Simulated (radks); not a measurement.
Question: Neutral technetium, [Kr] 4d5 5s2. All-electron calculation, non-relativistic Kohn-Sham, PBE, spin-polarised, spherical densities, point nucleus. Program: a radial shooting solver on a logarithmic mesh with Libxc functionals. Every spin shell is full or empty, so the densities are truly spherical. Functionals are evaluated on that one density, not self-consistently. Rank these orbital-free kinetic functionals by their error against the exact value of the orbitals, and give that value: Thomas-Fermi, von Weizsacker, TF + vW, revAPBEK, Thakkar, Pearson, PG1, DePristo-Kress.

Answer: Exact: 4204.49 hartree. From best to worst, with 100 (|E| - |E exact|)/|E exact| (equal figures are ties): DePristo-Kress -0.06, revAPBEK +0.34, Thakkar -0.51, Pearson -0.96, Thomas-Fermi -5.53, PG1 +16.04, TF + vW +38.17, von Weizsacker -56.30.
